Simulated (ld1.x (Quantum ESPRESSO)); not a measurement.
# u(r) = r·R(r): atom against pseudo-atom (Sc)

Columns: radius, all-electron u(r) and pseudo u(r) of the 3s shell (level -55.05 eV) of scandium in the configuration [Ne] 3s2 3p6 3d1 4s2 4p0; PW91, scalar-relativistic, RRKJ scheme, ld1.x (Quantum ESPRESSO) 7.5.

```csv
r (bohr),all-electron,pseudo
0.108,-0.0871,0.0596
0.215,-0.5500,0.1451
0.322,-0.3975,0.2724
0.430,0.0256,0.4422
0.538,0.4527,0.6347
0.645,0.7730,0.8180
0.752,0.9712,0.9633
0.860,1.0621,1.0492
0.968,1.0709,1.0673
1.075,1.0251,1.0272
1.182,0.9471,0.9490
1.290,0.8521,0.8523
1.398,0.7520,0.7520
1.505,0.6547,0.6547
1.612,0.5636,0.5636
1.720,0.4800,0.4800
1.828,0.4059,0.4059
1.935,0.3417,0.3417
2.042,0.2862,0.2862
2.150,0.2384,0.2384
2.258,0.1979,0.1979
2.365,0.1641,0.1641
2.472,0.1357,0.1357
2.580,0.1119,0.1119
2.688,0.0921,0.0921
2.795,0.0758,0.0758
```

Question: How many radial nodes do the two functions have?

Answer: The all-electron 3s function has n − l − 1 = 2 (the table is too coarse to show those close to the nucleus); the pseudo-wave has 0, since the states of the same l below it are removed with the core.

Question: At about which radius was the pseudo-wave matched?

Answer: 1.35 bohr, where the columns begin to agree (steps of 0.11 bohr).

Question: Where does each function peak?

Answer: Outermost all-electron maximum near 0.97 bohr, pseudo maximum near 0.97 bohr (to the table’s step).

Question: Is the pseudo-wave norm-conserving?

Answer: Yes: the RRKJ scheme keeps the norm inside the radius equal to the all-electron one, which fixes the energy derivative of the logarithmic derivative at the level.
